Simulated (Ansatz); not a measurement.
Reaction (atomization): `[Cl][SnH3]` → Cl• + 3 H• + Sn•

Program: Ansatz. Geometries: PBE0-D4/def2-TZVP. ΔE: electronic, gas phase. CBS: MP2 limit from def2 TZ/QZ plus the TZ coupled-cluster correction, frozen cores. This one scheme is used for every species, atoms too. Functionals use def2-TZVPP. No spin–orbit coupling; open shells (•) take unrestricted orbitals. Spin–orbit coupling would lower the free atoms: a little for Cl; strongly for Sn. Elements past krypton have def2 core potentials. For Sn outer-core shells are correlated without core-valence functions, so the limit isn't a true one: a few kJ/mol of doubt a bond, and 10 to 20 or more in all where bonds break to atoms.

Question: What is ΔE at CCSD(T)/CBS? (Best estimate.)

Answer: The calculation gave: +279.4 kcal/mol.

Question: What do these levels give: revPBE, BLYP, CAM-B3LYP, LC-ωPBE, SCS-MP2/def2-TZVPP, HF/CBS(def2)? (An estimate is asked.)

Answer: Ansatz gave: revPBE 260.2, BLYP 264.3, CAM-B3LYP 273.2, LC-ωPBE 270.4, SCS-MP2/def2-TZVPP 267.4, HF/CBS(def2) 201.8 kcal/mol.

Largest T1 diagnostic among the species: 0.012.

The D4 term adds +3.2 kcal/mol with B3LYP and +1.6 kcal/mol with PBE0; it sums over pairs of atoms, weighted by their polarisabilities, and B3LYP, whose exchange is more repulsive, gets the larger term. From BLYP to BHLYP (50 % exact exchange), in def2-TZVPP and without D4, ΔE moves by +2.8 kcal/mol.

B3LYP here is the variant with VWN-RPA as its local correlation; programs differ in this.

For atomizations the MP2-based limit and the directly extrapolated one differ by several kJ/mol either way, and by 10 to 25 for some Ge, Se and Sn compounds, so smaller differences from it don't rank the levels.
